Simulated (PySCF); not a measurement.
Atomic charges by several schemes

Species: C5H5N2 (charge -1).
Atom-mapped SMILES: `[CH2:1]=[CH:2][c:3]1[n:4][cH:5][cH:6][n-:7]1` (hydrogens: H8, H9 on C1; H10 on C2; H11 on C5; H12 on C6)

Structure used (GFN2-xTB), in Å, numbered top down from 1:
```
atom  x, y, z in Å
C1    -2.4090   -0.1605    0.2155
C2    -1.3499    0.6199   -0.0185
C3     0.0232    0.2286    0.0795
N4     1.0205    1.1068   -0.1814
C5     2.1357    0.3835    0.0137
C6     1.7845   -0.9052    0.3850
N7     0.4457   -1.0077    0.4276
H8    -2.2803   -1.1886    0.5083
H9    -3.4248    0.1999    0.1229
H10   -1.4942    1.6559   -0.3132
H11    3.1216    0.8105   -0.1181
H12    2.4281   -1.7439    0.6176
```

Density: PBE0/pcSseg-1 (PySCF); schemes: Mulliken, IAO, Hirshfeld and ESP-fitted. The structure is a single GFN2-xTB conformer in the gas phase; no vibrational or solvent corrections. The pcSseg-1 basis has no diffuse functions, a weakness for an anion.

Question: Give the atomic charges in each scheme.

Answer: In e:

```json
{"atom": "C1", "environment": "terminal =CH2 carbon", "Mulliken": "-0.179", "IAO": "-0.406", "Hirshfeld": "-0.181", "ESP-fitted": "-0.411"}
{"atom": "C2", "environment": "alkene CH carbon", "Mulliken": "-0.162", "IAO": "-0.130", "Hirshfeld": "-0.073", "ESP-fitted": "-0.459"}
{"atom": "C3", "environment": "substituted aromatic carbon", "Mulliken": "+0.214", "IAO": "+0.116", "Hirshfeld": "+0.004", "ESP-fitted": "+0.879"}
{"atom": "N4", "environment": "ring nitrogen", "Mulliken": "-0.484", "IAO": "-0.421", "Hirshfeld": "-0.285", "ESP-fitted": "-0.785"}
{"atom": "C5", "environment": "aromatic CH next to a ring nitrogen", "Mulliken": "-0.056", "IAO": "-0.170", "Hirshfeld": "-0.119", "ESP-fitted": "+0.033"}
{"atom": "C6", "environment": "aromatic CH next to a ring nitrogen", "Mulliken": "-0.043", "IAO": "-0.159", "Hirshfeld": "-0.112", "ESP-fitted": "-0.240"}
{"atom": "N7", "environment": "two-coordinate ring nitrogen", "Mulliken": "-0.483", "IAO": "-0.420", "Hirshfeld": "-0.274", "ESP-fitted": "-0.599"}
{"atom": "H8", "environment": "vinylic hydrogen", "Mulliken": "+0.085", "IAO": "+0.139", "Hirshfeld": "+0.011", "ESP-fitted": "+0.102"}
{"atom": "H9", "environment": "vinylic hydrogen", "Mulliken": "+0.056", "IAO": "+0.109", "Hirshfeld": "+0.004", "ESP-fitted": "+0.137"}
{"atom": "H10", "environment": "vinylic hydrogen", "Mulliken": "+0.049", "IAO": "+0.131", "Hirshfeld": "+0.021", "ESP-fitted": "+0.170"}
{"atom": "H11", "environment": "aromatic hydrogen", "Mulliken": "+0.002", "IAO": "+0.105", "Hirshfeld": "+0.001", "ESP-fitted": "+0.059"}
{"atom": "H12", "environment": "aromatic hydrogen", "Mulliken": "+0.002", "IAO": "+0.105", "Hirshfeld": "+0.002", "ESP-fitted": "+0.115"}
```

Mean size of the charges over all atoms: ESP-fitted 0.332 e, IAO 0.201 e, Mulliken 0.151 e, Hirshfeld 0.091 e. Each set sums to the total charge, -1, to within 0.001 e. The IAO scheme projects the occupied orbitals on a minimal set of polarised atomic orbitals and counts the electrons in each atom's part of it. The Mulliken scheme counts on each atom the diagonal of the density matrix times the overlap matrix over that atom's basis functions.

Lowest charge. All schemes agree: Mulliken N4 (-0.484); IAO N4 (-0.421); Hirshfeld N4 (-0.285); ESP-fitted N4 (-0.785).

Highest charge. The schemes don't all agree: Mulliken C3 (+0.214); IAO H8 (+0.139); Hirshfeld H10 (+0.021); ESP-fitted C3 (+0.879).

Question: Sum the charges by element.

Answer: 
| element | atoms | Mulliken | IAO | Hirshfeld | ESP-fitted |
| --- | --- | --- | --- | --- | --- |
| C | 5 | -0.226 | -0.748 | -0.481 | -0.198 |
| N | 2 | -0.968 | -0.841 | -0.558 | -1.385 |
| H | 5 | +0.194 | +0.589 | +0.039 | +0.583 |

Question: How closely do the schemes follow one another over all atoms?

Answer: Correlation coefficient and root-mean-square difference: IAO with Hirshfeld 0.97, 0.120 e; Mulliken with Hirshfeld 0.93, 0.113 e; Mulliken with ESP-fitted 0.91, 0.254 e; Mulliken with IAO 0.88, 0.104 e; IAO with ESP-fitted 0.82, 0.275 e; Hirshfeld with ESP-fitted 0.81, 0.345 e.
